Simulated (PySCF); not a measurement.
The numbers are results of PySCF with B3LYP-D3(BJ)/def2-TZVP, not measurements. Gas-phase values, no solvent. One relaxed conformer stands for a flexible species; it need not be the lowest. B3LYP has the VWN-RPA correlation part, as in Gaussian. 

Reference species (SMILES): `OC1=CC1` (H–O–C–C torsion 180°) (neutral, multiplicity 1).

The HOMO–LUMO gap comes out as 6.79 eV and the HOMO comes out as -6.36 eV.

Changed species: `C=C1CO1`.

Question: What does the change do to the HOMO–LUMO gap and HOMO?

Answer: the HOMO–LUMO gap increases by 0.46 eV, to 7.25 eV; the HOMO falls by 0.45 eV, to -6.81 eV.
